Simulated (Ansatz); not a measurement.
Cost and result up the ladder for the cluster Pd3H5 (the lowest doublet isomer of a short search) (8 atoms). Charge 0, multiplicity 2. Geometry: PBE-D4/def2-SVP.

```xyz
8

Pd    0.719   -1.247   -1.614
Pd   -0.302    0.649   -0.004
Pd   -0.794   -1.939    0.535
H     0.977    0.348   -1.146
H    -0.736   -0.435    1.286
H    -0.070    2.344    0.144
H     0.775   -1.837   -0.045
H    -0.568    2.118    0.844
```

Ansatz on 2 threads of Arm Neoverse V2 on a shared host. Times are rough, and most runs start from the orbitals of an earlier one. PBE0-D4/def2-TZVPD serves as the yardstick here, not as an exact answer. Differences are given only for rows in sets of like size (and for xTB, whose basis is part of the method), since another set adds its own error. Binding counts from free atoms at the same level (Pd singlet, H doublet; other spins of the atoms weren't run), without zero-point energy or a counterpoise term.

In the def2 sets Pd takes a core potential; there is no spin–orbit coupling. In the doublet, H6 and H8 lie 0.89 Å apart (atoms count from 1), so H2 has formed as a molecule. The structure comes from a short search, and lower isomers may exist.

Run but left out: HF/def2-TZVP, PBE-QIDH/def2-TZVP, MP2/def2-TZVP, CCSD(T)/def2-SVP (⟨S²⟩ 1.39 to 1.66, where a pure state has 0.75).

```csv
level,functions,wall time,binding energy per atom (eV),difference from PBE0-D4/def2-TZVPD (eV),remarks
PBE-D4/def2-SVP,118,5.5 s,2.28,–,–
PBE-D4/def2-TZVP (with forces),150,7 s,2.29,0.22,–
PBE0-D4/def2-SVP,118,7.5 s,2.06,–,–
PBE-D4/def2-TZVPD,165,7.5 s,2.29,0.22,–
PBE0-D4/def2-TZVP,150,9.5 s,2.06,0.00,–
PBE0-D4/def2-TZVPD,165,11 s,2.07,0.00,–
r2SCAN-D4/def2-TZVP,150,13 s,2.35,0.28,–
r2SCANh-D4/def2-TZVP,150,16 s,2.26,0.19,–
r2SCAN-D4/def2-TZVPD,165,16 s,2.36,0.29,–
B97M-V/def2-TZVP,150,29 s,2.22,0.15,–
ωB97M-V/def2-TZVP,150,49 s,1.95,-0.12,spin-contaminated (⟨S²⟩ 0.84)
```
